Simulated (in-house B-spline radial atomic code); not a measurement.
Ionisation energies with and without relativity, with size and susceptibility from the Dirac run. Dirac energy differences include first-order Breit, QED and recoil terms. NIST's values go from ground level to ground level; the uncertainty of those that are theory runs from under 0.1 % in few-electron ions to several per cent in heavy many-electron ones. Computed with a radial B-spline atomic code at the basis-set limit: non-relativistic Hartree-Fock and Dirac-Hartree-Fock, averages of the configuration (point nuclei without relativity, finite nuclei with it).

| ion | configuration | configuration after | ionisation non-relativistic (eV) | ionisation Dirac Breit and QED (eV) | tabulated value (eV) | tabulated kind | radius at density 0.001 (bohr) | diamagnetic susceptibility (10⁻⁶ cm³/mol) |
| --- | --- | --- | --- | --- | --- | --- | --- | --- |
| F4+ | [He] 2s2 2p1 | [He] 2s2 | 114.09 | 114.09 | 114.249 | semi-empirical | 2.064 | -1.9504 |
| Ne4+ | [He] 2s2 2p2 | [He] 2s2 2p1 | ? | ? | ? | measured | ? | ? |
| Mg4+ | [He] 2s2 2p4 | [He] 2s2 2p3 | 144.44 | 144.43 | 141.33 | semi-empirical | 1.875 | -2.2546 |
| Al4+ | [He] 2s2 2p5 | [He] 2s2 2p4 | 154.85 | 154.84 | 153.8252 | semi-empirical | 1.82 | -2.2801 |
| Si4+ | [He] 2s2 2p6 | [He] 2s2 2p5 | 165.42 | 165.39 | 166.767 | measured | 1.769 | -2.2857 |
| P4+ | [Ne] 3s1 | [He] 2s2 2p6 | 64.43 | 64.57 | 65.02511 | measured | 2.766 | -4.2168 |
| S4+ | [Ne] 3s2 | [Ne] 3s1 | 70.62 | 70.79 | 72.5945 | measured | 2.819 | -5.5294 |
| Cl4+ | [Ne] 3s2 3p1 | [Ne] 3s2 | ? | ? | ? | semi-empirical | ? | ? |
| Ar4+ | [Ne] 3s2 3p2 | [Ne] 3s2 3p1 | 72.80 | 72.81 | 74.84 | semi-empirical | 2.788 | -7.3211 |

Task: Fill in the row of Ne4+.

Result: ionisation non-relativistic (eV): 124.06; ionisation Dirac Breit and QED (eV): 124.06; tabulated value (eV): 126.247; radius at density 0.001 (bohr): 1.996; diamagnetic susceptibility (10⁻⁶ cm³/mol): -2.1057.

Task: Fill in the row of Cl4+.

Result: ionisation non-relativistic (eV): 66.72; ionisation Dirac Breit and QED (eV): 66.72; tabulated value (eV): 67.68; radius at density 0.001 (bohr): 2.832; diamagnetic susceptibility (10⁻⁶ cm³/mol): -6.6138.
